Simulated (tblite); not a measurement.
Run record: tight-binding relaxation, `C=C([SiH2]N)N(C)CCC`.

Computed with GFN2-xTB geometry optimisation, gas phase (tblite 0.8.0). Start geometry: from a force field or distance geometry. A driver script takes a list of jobs; this job's settings line and coordinates (Å) are shown.

Command:
```bash
OMP_NUM_THREADS=1 python probes_run.py task.json out
```

Input:
```
{"job": {"kind": "relax", "xc": "GFN2-xTB", "basis": "xTB"}, "charge": 0, "multiplicity": 1}
C     -1.134900    -1.956700     1.376100
C     -1.125700    -0.830700     0.657700
Si    -2.478900     0.345400     0.884700
N     -3.025900     1.080000    -0.689100
N     -0.017200    -0.651300    -0.203200
C     -0.246200    -0.656700    -1.646700
C      1.347200    -0.451600     0.241000
C      1.894800     0.935100    -0.015400
C      3.300900     1.083000     0.473800
H     -1.962300    -2.185900     2.087300
H     -0.324400    -2.660800     1.241300
H     -3.611900    -0.429400     1.483000
H     -2.160600     1.388100     1.890800
H     -3.194600     2.095100    -0.551900
H     -3.936700     0.606100    -0.963600
H      0.651900    -1.044400    -2.162300
H     -0.450200     0.364500    -2.032300
H     -1.097900    -1.322800    -1.898100
H      1.447900    -0.720000     1.337900
H      1.984700    -1.176800    -0.338800
H      1.257900     1.684200     0.516900
H      1.836700     1.083300    -1.116300
H      4.049000     0.469500    -0.086900
H      3.396900     0.809600     1.541300
H      3.588500     2.167400     0.318200
```

Output:
```
step      E/eV     max force
  0    -776.30090    2.990
  1    -776.64857    1.097
  2    -776.73100    0.627
  3    -776.76815    0.718
  4    -776.80374    0.590
  5    -776.82692    0.292
  6    -776.84393    0.359
  7    -776.86248    0.430
  8    -776.87297    0.322
  9    -776.87962    0.161
... (241 lines left out)
251    -777.35749    0.026
252    -777.35765    0.023
253    -777.35779    0.025
254    -777.35792    0.034
255    -777.35802    0.032
256    -777.35811    0.022
257    -777.35817    0.017
258    -777.35821    0.012
259    -777.35825    0.012
260    -777.35829    0.010
```

«max force» is the largest atomic force in eV/Å.

**Question.** From which step on does the largest force stay under 0.1 eV/Å, and how much energy is left to gain from there?

**Answer.** From step 215 (0.059 eV/Å), 8.2 meV above the end.

Main results: energy lowered by 24.4 kcal/mol over 260 steps; largest atomic force 0.010 eV/Å at the end.

**Question.** How long does this job take on an Intel Xeon at 2.50 GHz with one thread, shared host with 64 logical CPUs at a one-minute load of 25?

**Answer.** About 9.7 s.
Labels such as C1 count atoms from 1, the log's own numbers from 0.
